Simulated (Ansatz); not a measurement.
Stepwise reaction of `O[Si](O)(Br)Br` with hydrogen fluoride, as a gas-phase model of exchange steps in deposition or etching. ΔE in kJ/mol; ΔG adds harmonic PBE0-D4 terms to CCSD(T)/CBS, at 1 bar.

Program: Ansatz. Geometries: PBE0-D4/def2-TZVP. ΔE: electronic, gas phase. CBS: MP2 limit from def2 TZ/QZ plus the TZ coupled-cluster correction, frozen cores. This one scheme is used for every species. DFT in def2-TZVPP. B3LYP here is the variant with VWN-RPA as its local correlation; programs differ in this. For Br outer-core shells are correlated without core-valence functions, which leaves a few kJ/mol of doubt a bond. Scalar relativity is left out up to krypton. One conformer a species, not always the lowest.

```tsv
step	reaction	PBE-D4	B3LYP-D4	ωB97M-V	CCSD(T)/CBS	ΔG(500 K)
2	`O[Si](F)(Br)Br` + H–F → `F[Si](F)(Br)Br` + H₂O	-31.2	-32.6	-32.5	-32.2	-28.4
```

Problem. Give the row of step 1, `O[Si](O)(Br)Br` + H–F → `O[Si](F)(Br)Br` + H₂O. (Estimate.)

Solution. The calculation gave: 
```
step                                         reaction  PBE-D4  B3LYP-D4  ωB97M-V  CCSD(T)/CBS  ΔG(500 K)
   1  `O[Si](O)(Br)Br` + H–F → `O[Si](F)(Br)Br` + H₂O   -32.0     -33.9    -34.1        -33.2      -34.6
```

Problem. By hand: ΔE of the 2 steps together at CCSD(T)/CBS.

Solution. (-33.2) + (-32.2) = -65.4 kJ/mol, or -32.7 kJ/mol a step.

In ΔE the steps differ by no more than 1.0 kJ/mol. All are downhill at CCSD(T)/CBS. ΔG lies between -34.6 and -28.4 kJ/mol a step. PBE-D4 differs from CCSD(T)/CBS by 1.0 to 1.2 kJ/mol a step. Isolated molecules leave out the surface, adducts and barriers. Largest T1 diagnostic: 0.009.
